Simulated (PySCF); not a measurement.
Field gradients from PBE0/pcSseg-1 densities (PySCF, non-relativistic) at GFN2-xTB geometries, isolated species, one conformer each; χzz is the principal value of largest magnitude, with Q(14N) = 0.02044 b. GFN2-xTB bond lengths can be off by several hundredths of an ångström, more for odd bonds, and the gradients follow them. These gradients aren't converged with respect to the basis.

**Question.** These 14N couplings (χzz in MHz, η) are listed in rising order: (-5.506, 0.18); (-5.270, 0.32); (-4.936, 0.39); (-4.571, 0.06); (-4.362, 0.36). Assign them to: the silicon-bound nitrogen of `CN[Si@H]1C[Si@H](C)C1`; the nitrile nitrogen of `N#CC1=C[C@@H]2C=C[C@H]1C2`; N3 (silicon-bound nitrogen) in `[NH2:1][Si:2]1([NH2:3])[CH2:4][CH2:5][C@H:6]1[NH:7][SiH3:8]`; the primary amine nitrogen of `C#CC(C)(C)N`; N2 (imine nitrogen) in `[CH3:1]/[N:2]=[CH:3]/[C@@H:4]1[CH2:5][Si@@H:6]([CH2:7][F:8])[NH:9]1`.

**Answer.** -5.506 MHz, η 0.18: the primary amine nitrogen of `C#CC(C)(C)N`; -5.270 MHz, η 0.32: N2 (imine nitrogen) in `[CH3:1]/[N:2]=[CH:3]/[C@@H:4]1[CH2:5][Si@@H:6]([CH2:7][F:8])[NH:9]1`; -4.936 MHz, η 0.39: the silicon-bound nitrogen of `CN[Si@H]1C[Si@H](C)C1`; -4.571 MHz, η 0.06: the nitrile nitrogen of `N#CC1=C[C@@H]2C=C[C@H]1C2`; -4.362 MHz, η 0.36: N3 (silicon-bound nitrogen) in `[NH2:1][Si:2]1([NH2:3])[CH2:4][CH2:5][C@H:6]1[NH:7][SiH3:8]`.

All sites together:

```tsv
nucleus	site	Vzz (au)	η	χzz (MHz)
14N	the silicon-bound nitrogen of CN[Si@H]1C[Si@H](C)C1	-1.028	0.39	-4.936
14N	the nitrile nitrogen of N#CC1=C[C@@H]2C=C[C@H]1C2	-0.952	0.06	-4.571
14N	N3 (silicon-bound nitrogen) in [NH2:1][Si:2]1([NH2:3])[CH2:4][CH2:5][C@H:6]1[NH:7][SiH3:8]	-0.908	0.36	-4.362
14N	the primary amine nitrogen of C#CC(C)(C)N	-1.147	0.18	-5.506
14N	N2 (imine nitrogen) in [CH3:1]/[N:2]=[CH:3]/[C@@H:4]1[CH2:5][Si@@H:6]([CH2:7][F:8])[NH:9]1	-1.097	0.32	-5.270
```
